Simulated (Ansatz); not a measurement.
`F[SiH2]CC[SiH3]` + `N[SiH](O)O` → `O[SiH](O)N[SiH2]F` + `CC[SiH3]`  (ligand exchange at the Si–C bond)

Computed with Ansatz on PBE0-D4/def2-TZVP structures; ΔE is electronic, products minus reactants. CCSD(T)/CBS is the MP2 limit (def2-TZVPP, def2-QZVPP) plus CCSD(T) − MP2 in def2-TZVPP, frozen cores. This one scheme is used for every species. DFT in def2-TZVPP. One conformer a species, not always the lowest.

Problem. Is it downhill or uphill in electronic energy at CCSD(T)/CBS, and by how much? (Estimate.)

Solution. The calculation gave: Downhill: ΔE = -85.6 kJ/mol.

Problem. What do these levels give: r2SCAN-D4, B2PLYP, PBE, r2SCAN, HF/def2-TZVPP, MP2/def2-TZVPP, SCS-MP2/def2-TZVPP, HF/def2-QZVPP, MP2/def2-QZVPP, SCS-MP2/def2-QZVPP, HF/CBS(def2), MP2/CBS(def2)? (Estimate.)

Solution. Computed: r2SCAN-D4 -86.3, B2PLYP -88.4, PBE -78.7, r2SCAN -86.5, HF/def2-TZVPP -96.2, MP2/def2-TZVPP -88.0, SCS-MP2/def2-TZVPP -89.3, HF/def2-QZVPP -96.8, MP2/def2-QZVPP -87.5, SCS-MP2/def2-QZVPP -88.8, HF/CBS(def2) -96.9, MP2/CBS(def2) -86.8 kJ/mol.

Largest T1 diagnostic among the species: 0.012.

In def2-TZVPP, CCSD(T) changes the Hartree–Fock value by +9.4 kJ/mol (the triples alone add +0.8 kJ/mol) and MP2 by +8.2 kJ/mol.
